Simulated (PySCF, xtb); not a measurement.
C3HBrClF, SMILES FC(Br)=C=CCl.

Harmonic wavenumbers (cm⁻¹) from GFN2-xTB run with xtb 6.7.1 at its own minimum, in rising order: 67, 104, 206, 287, 363, 395, 447, 586, 725, 768, 976, 1149, 1374, 2026, 3047.

Problem. What does PBE-D3(BJ)/def2-SVP (PySCF) give at its own minimum? (An estimate is asked for; the answer gives what the named calculation found.)

Solution. 70, 104, 215, 309, 378, 436, 510, 636, 745, 785, 1036, 1178, 1372, 2017, 3102. Paired by order, the mean absolute difference is 26 cm⁻¹ and the zero-point energies are 17.9 and 18.4 kcal/mol.
